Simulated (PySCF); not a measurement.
# [Pb(SH)3]+ at several levels of theory

Computed with PySCF 2.14.0 (density fitting, no spin-orbit coupling) at the geometry relaxed with TPSS:

```xyz
7
[Pb(SH)3]+ (singlet)
Pb    0.0000    0.0000    0.4676
S     2.4237    0.5337    0.4652
H     2.7843   -0.7805    0.4706
S    -1.6740    1.8322    0.4652
H    -0.7162    2.8015    0.4706
S    -0.7497   -2.3658    0.4652
H    -2.0681   -2.0210    0.4706
```

```csv
level,basis,state,HOMO (eV),gap (eV),charge on Pb1 (e),dipole about the centre of mass (D),largest force component (eV/Å)
TPSS,"Pb def2-SVP with ECP60, S def2-SVP, H def2-SVP",singlet,-11.56,1.92,0.73,0.01,0.01
TPSS,"Pb def2-TZVP with ECP60, S def2-TZVP, H def2-TZVP",singlet,-11.52,1.98,0.84,0.01,0.38
TPSS,"Pb x2c-SVPall, S x2c-SVPall, H x2c-SVPall",singlet,-11.55,1.91,0.78,0.01,0.16
```

Charges are Mulliken's, which hang on the basis. The relaxation used the grid (50, 194), these runs (75, 302) or, all-electron (x2c bases, spin-free X2C Hamiltonian), (99, 590).

Problem. Order these levels, in the first row's basis, by the HOMO–LUMO gap they give here, smallest first.
A. PBE0
B. TPSSh
C. revPBE
D. BP86

Solution. D (1.75 eV), C (1.79 eV), B (2.67 eV), A (3.68 eV).

Problem. And their other results?

Solution. 
| level | state | HOMO (eV) | gap (eV) | charge on Pb1 (e) | dipole about the centre of mass (D) | largest force component (eV/Å) |
| --- | --- | --- | --- | --- | --- | --- |
| revPBE | singlet | -11.36 | 1.79 | 0.69 | 0.01 | 0.22 |
| BP86 | singlet | -11.50 | 1.75 | 0.65 | 0.01 | 0.20 |
| TPSSh | singlet | -12.04 | 2.67 | 0.75 | 0.01 | 0.20 |
| PBE0 | singlet | -12.65 | 3.68 | 0.74 | 0.01 | 0.42 |

In the first row's basis the gap widens with exact exchange: 1.7 to 1.9 eV for BP86, revPBE, TPSS (none); 2.7 to 3.7 eV for TPSSh, PBE0 (a fixed share).

No frequency check is given that shows the relaxed geometry to be a minimum.
